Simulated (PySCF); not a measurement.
# A bond scan of ClH2Si

These are calculations, not measurements. The program is PySCF 2.14.0, an open-source quantum chemistry code, run on an isolated molecule that a program drew, which may never have been made. The molecule is ClH2Si (charge 0, doublet), drawn as the SMILES string `[SiH2]Cl`.

The structure below is the HF double-zeta minimum with every atom moved a little at random, so it isn't optimised. Bond Si1-H3 is then set to each length in the table by shifting atom 3 along it, with nothing else relaxed.
```xyz
4
ClH2Si, angstrom
Si   -2.3011    0.1201   -2.0534
Cl   -2.4252    2.0109   -1.3490
H    -3.2538   -0.1248   -3.1123
H    -2.4326   -0.8421   -0.9349
```

E is the energy above the same method's energy at the HF double-zeta minimum. IE is the energy to remove one electron at fixed geometry, to the singlet state of charge +1, as a difference of total energies. The basis family is cc-pV(n+d)Z, with UHF for radicals and no spin-orbit coupling. Best is HF at quadruple zeta, plus MP2 correlation extrapolated from triple and quadruple zeta, plus CCSD(T) minus MP2 at triple zeta, with a frozen core. The other columns are at triple zeta.

| bond (Å) | E PBE (kcal/mol) | E CCSD (kcal/mol) | E CCSD(T) (kcal/mol) | E best (kcal/mol) | IE PBE (eV) | IE CCSD (eV) | IE CCSD(T) (eV) | IE best (eV) | T1 |
|---|---|---|---|---|---|---|---|---|---|
| 1.3423 | 6.33 | 5.26 | 5.38 | 5.18 | 8.503 | 8.516 | 8.494 | 8.564 | 0.013 |
| 1.4453 | 1.15 | 0.75 | 0.81 | 0.63 | 8.510 | 8.531 | 8.508 | 8.576 | 0.013 |
| 1.5603 | ? | ? | ? | ? | ? | ? | ? | ? | ? |
| 1.5993 | 2.31 | 3.06 | 2.99 | 2.92 | 8.525 | 8.553 | 8.529 | 8.595 | 0.013 |
| 1.7173 | 7.27 | 8.95 | 8.76 | 8.78 | 8.539 | 8.569 | 8.543 | 8.609 | 0.013 |
| 1.7433 | 8.64 | 10.53 | 10.31 | 10.35 | 8.543 | 8.572 | 8.546 | 8.611 | 0.014 |

T1 is the CCSD diagnostic of the starting molecule.

**Estimate the best E and IE at 1.5603 Å from the other rows.**

A least-squares cubic in the inverse of the bond length through the other values of E best gives 1.62 kcal/mol there. A least-squares quadratic in the bond length through IE best gives 8.590 eV. The calculation gives 1.61 kcal/mol and 8.591 eV, so the fits miss by 0.01 kcal/mol and 0.001 eV. The same recipe one zeta lower moves these two values by 0.23 kcal/mol and 0.06 eV, a gauge of their own error. The rest of the row: E is 1.30 (PBE), 1.75 (CCSD), 1.72 (CCSD(T)); IE is 8.521 (PBE), 8.548 (CCSD), 8.524 (CCSD(T)); T1 is 0.013.
